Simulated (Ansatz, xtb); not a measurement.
System: sum formula HSiO2, net charge 0, doublet state. It need not be the lowest isomer of its formula. 
Structure (B3LYP-D3(BJ)/def2-TZVP (Ansatz, a first-principles code) minimum search):
SMILES: O=[Si]O
```xyz
4

Si     0.3954    -0.1586     0.0019
O      0.5276     1.3674     0.0069
O     -0.9914    -1.0231    -0.0086
H     -1.8255    -0.5336    -0.0121
```
Charge 0, spin multiplicity 2.

Harmonic wavenumbers from GFN2-xTB (xtb, at its own minimum), cm⁻¹: 263, 382, 741, 903, 1371, 3446.

### Question
Give the harmonic wavenumbers at B3LYP-D3(BJ)/def2-TZVP (Ansatz, finite differences of forces, unscaled).

### Answer
283, 387, 753, 872, 1172, 3775 cm⁻¹. Zero-point energy 10.4 kcal/mol.

### Question
From these and the geometry, give the ideal-gas thermochemistry at 298.15 K and 1 atm (rigid rotor, harmonic oscillator).

### Answer
Point group Cs, rotational symmetry number 1. Rotational constants 55.97, 7.6, 6.692 GHz. S(trans) 38.25, S(rot) 22.25, S(vib) 2.98, S(elec, spin only) 1.38, S 64.9 cal/(mol K). H(298) - H(0) 2.96 kcal/mol; G - E(el) -6.0 kcal/mol.
